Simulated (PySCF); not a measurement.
## Technetium: highly charged ions in a basis for the neutral atom

Tc²³⁺ [Ar] 3d2, Tc²⁴⁺ [Ar] 3d1. All numbers are calculated (PySCF 2.14, the spin-free X2C one-electron Hamiltonian (Gaussian nucleus), in x2c-SVPall (6s5p5d1f, 53 functions)). No spin-orbit coupling, so a gap to NIST mixes the basis error with missing relativistic terms.

Changed run: basis of the neutral atom used for a highly charged ion. This setting is unsound on purpose.

```tsv
species	method	sound run (hartree)	changed run (hartree)	converged
Tc²³⁺	UHF	not run	-3961.59282	yes
Tc²³⁺	PBE	not run	-3962.31341	yes
Tc²³⁺	MN15	not run	-3965.48966	yes
Tc²⁴⁺	UHF	not run	-3920.72870	yes
Tc²⁴⁺	PBE	not run	-3921.42080	yes
Tc²⁴⁺	MN15	not run	-3924.77830	yes
```

Ionisation energy of Tc²³⁺:

```
method  changed run (eV)  NIST (eV)
   UHF            1112.0   1102 ± 4
   PBE            1112.7   1102 ± 4
  MN15            1107.8   1102 ± 4
```

The contracted functions were made for the neutral atom and can be too rigid for a highly charged ion.
